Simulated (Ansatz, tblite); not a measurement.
Removing an electron: the cluster RbF₂⁻ (the lowest singlet isomer of a short search). Total charge -1; singlet. Geometry: r2SCAN-D4/def2-TZVPD. Ansatz, gas phase; energy differences of separate SCF runs; the oxidised species was run as a doublet alone.

Cartesian coordinates in Å:
```
Rb 0.001 0.001 -0.001
F 2.078 -1.474 -0.201
F -2.079 1.473 0.201
```

In the def2 sets Rb takes a core potential; there is no spin–orbit coupling. The xTB rows come from tblite. Correlated methods freeze 2 core orbitals; core or outer-core shells of Rb are correlated, in sets that lack core-valence functions. The structure comes from a short search, and lower isomers may exist.

```csv
level,−HOMO (eV),vertical IE (eV),−LUMO (eV),HOMO–LUMO gap (eV)
GFN1-xTB,6.26,9.12,4.63,1.63
GFN2-xTB,4.45,8.28,1.49,2.96
HF/def2-TZVPPD,–,3.53,–,–
PBE-D4/def2-TZVPD,0.49,3.80,-2.36,2.86
r2SCAN-D4/def2-TZVPD,0.72,3.85,-2.77,3.49
PBE0-D4/def2-TZVPD,2.23,4.31,-2.72,4.95
MP2/def2-TZVPPD,–,5.81,–,–
CCSD/def2-TZVPPD,–,5.32,–,–
CCSD(T)/def2-TZVPPD,–,5.40,–,–
```

 Raw xTB energy differences between charge states are shifted by several eV; the methods need an empirical correction for them.
